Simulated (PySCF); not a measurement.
Be (SMILES [Be+]), charge +1, doublet; TPSS/6-31G** run with PySCF.

Here is a job for PySCF.
```python
from pyscf import gto, scf, dft

mol = gto.Mole()
mol.atom = '''
    Be    0.000000    0.000000    0.000000
'''
mol.basis = '6-31g**'
mol.charge = 1
mol.spin = 1
mol.verbose = 4
mol.build()

mf = dft.UKS(mol)
mf.xc = 'tpss'
mf.diis_space = 20
mf.kernel()
mf.analyze()
```

What the program printed (banner, timings and long lists left out):

```
PySCF version 2.14.0

[INPUT] verbose = 4
[INPUT] num. atoms = 1
[INPUT] num. electrons = 3
[INPUT] charge = 1
[INPUT] spin (= nelec alpha-beta = 2S) = 1
[INPUT] symmetry False subgroup None
[INPUT] Mole.unit = angstrom
[INPUT] Symbol           X                Y                Z      unit          X                Y                Z       unit  Magmom
[INPUT]  1 Be     0.000000000000   0.000000000000   0.000000000000 AA    0.000000000000   0.000000000000   0.000000000000 Bohr   0.0

nuclear repulsion = 0
number of shells = 6
number of NR pGTOs = 27
number of NR cGTOs = 14
basis = 6-31g**
ecp = {}

******** <class 'pyscf.dft.uks.UKS'> ********
method = UKS
initial guess = minao
damping factor = 0
level_shift factor = 0
DIIS = <class 'pyscf.scf.diis.CDIIS'>
diis_start_cycle = 1
diis_space = 20
diis_damp = 0
SCF conv_tol = 1e-09
SCF conv_tol_grad = None
SCF max_cycles = 50
direct_scf = True
direct_scf_tol = 1e-13
number electrons alpha = 2  beta = 1
XC library pyscf.dft.libxc version 7.1.2
    S. Lehtola, C. Steigemann, M. J. T. Oliveira, and M. A. L. Marques,  SoftwareX 7, 1–5 (2018)
XC functionals = tpss
    J. Tao, J. P. Perdew, V. N. Staroverov, and G. E. Scuseria,  Phys. Rev. Lett. 91, 146401 (2003)
    J. P. Perdew, J. Tao, V. N. Staroverov, and G. E. Scuseria,  J. Chem. Phys. 120, 6898 (2004)
    J. Tao, J. P. Perdew, V. N. Staroverov, and G. E. Scuseria,  Phys. Rev. Lett. 91, 146401 (2003)
    J. P. Perdew, J. Tao, V. N. Staroverov, and G. E. Scuseria,  J. Chem. Phys. 120, 6898 (2004)
radial grids:
    Treutler-Ahlrichs [JCP 102, 346 (1995); DOI:10.1063/1.469408] (M4) radial grids

becke partition: Becke, JCP 88, 2547 (1988); DOI:10.1063/1.454033
pruning grids: <function nwchem_prune>
grids dens level: 3
symmetrized grids: False
atomic radii adjust function: <function treutler_atomic_radii_adjust>
small_rho_cutoff = 0
Set gradient conv threshold to 3.16228e-05
tot grids = 13728
init E= -14.66619799682

cycle= 1 E= -14.3256076872813  delta_E= 0.341  |g|= 0.0755  |ddm|= 0.692
cycle= 2 E= -14.3360449486036  delta_E= -0.0104  |g|= 0.00549  |ddm|= 0.416
cycle= 3 E= -14.336081025591  delta_E= -3.61e-05  |g|= 8.65e-05  |ddm|= 0.0237
cycle= 4 E= -14.336081027623  delta_E= -2.03e-09  |g|= 1.74e-06  |ddm|= 8.38e-05
cycle= 5 E= -14.336081027627  delta_E= -3.96e-12  |g|= 4.79e-08  |ddm|= 9.23e-06
Extra cycle  E= -14.3360810276269  delta_E= 5.33e-14  |g|= 2.67e-09  |ddm|= 2.58e-07
converged SCF energy = -14.3360810276269  <S^2> = 0.75000004  2S+1 = 2
**** SCF Summaries ****
Total Energy =                         -14.336081027626900
Nuclear Repulsion Energy =               0.000000000000000
One-electron Energy =                  -17.604319415292419
Two-electron Energy =                    3.268238387665519
Two-electron Coulomb Energy =            5.830278551095926
DFT Exchange-Correlation Energy =       -2.562040163430407
**** MO energy ****
                             alpha | beta                alpha | beta
MO #1   energy= -4.39103600976638  | -4.37478268928687  occ= 1 | 1
MO #2   energy= -0.533817443941279 | -0.395100363898523 occ= 1 | 0
MO #3   energy= -0.376199451457194 | -0.25778179414022  occ= 0 | 0
MO #4   energy= -0.376199451457193 | -0.25778179377306  occ= 0 | 0
MO #5   energy= -0.376199451457192 | -0.25778179164448  occ= 0 | 0
MO #6   energy= -0.00252138666831345 | 0.0561058571233559 occ= 0 | 0
MO #7   energy= -0.00252138666831286 | 0.0561058577518268 occ= 0 | 0
MO #8   energy= -0.00252138666831009 | 0.0561058613953444 occ= 0 | 0
MO #9   energy= 0.0311644431025946 | 0.109746418961701  occ= 0 | 0
MO #10  energy= 0.467479322671129  | 0.568983329378832  occ= 0 | 0

To work with the spin densities directly, `use mulliken_meta_spin()` only printing them here.

 ** Mulliken spin pop alpha/beta on meta-lowdin orthogonal AOs **
 ** Mulliken Spin Density (per AO)  **
spin_pop of  0 Be 1s        0.00005
spin_pop of  0 Be 2s        0.98237
spin_pop of  0 Be 3s        0.01758
spin_pop of  0 Be 2px      -0.00000
spin_pop of  0 Be 2py      -0.00000
spin_pop of  0 Be 2pz      -0.00000
spin_pop of  0 Be 3px      -0.00000
spin_pop of  0 Be 3py      -0.00000
spin_pop of  0 Be 3pz      -0.00000
spin_pop of  0 Be 3dxy     -0.00000
spin_pop of  0 Be 3dyz     -0.00000
spin_pop of  0 Be 3dz^2    -0.00000
spin_pop of  0 Be 3dxz     -0.00000
spin_pop of  0 Be 3dx2-y2   -0.00000
 ** Mulliken Spin Density (per atom)  **
spin density of  0 Be =      1.00000
 ** Mulliken pop alpha/beta on meta-lowdin orthogonal AOs **
 ** Mulliken pop       alpha | beta **
pop of  0 Be 1s        0.99999 | 0.99994
pop of  0 Be 2s        0.98241 | 0.00004
pop of  0 Be 3s        0.01760 | 0.00002
pop of  0 Be 2px       0.00000 | 0.00000
pop of  0 Be 2py       0.00000 | 0.00000
pop of  0 Be 2pz       0.00000 | 0.00000
pop of  0 Be 3px       0.00000 | 0.00000
pop of  0 Be 3py       0.00000 | 0.00000
pop of  0 Be 3pz       0.00000 | 0.00000
pop of  0 Be 3dxy      0.00000 | 0.00000
pop of  0 Be 3dyz      0.00000 | 0.00000
pop of  0 Be 3dz^2     0.00000 | 0.00000
pop of  0 Be 3dxz      0.00000 | 0.00000
pop of  0 Be 3dx2-y2    0.00000 | 0.00000
In total             2.00000 | 1.00000
 ** Mulliken atomic charges   ( Nelec_alpha | Nelec_beta ) **
charge of  0Be =      1.00000  (     2.00000      1.00000 )

WARN: System has nonzero charge 1; the dipole moment is origin-dependent.
Location of origin: [0. 0. 0.]

Dipole moment(X, Y, Z, Debye): -0.00000, -0.00000,  0.00000
```
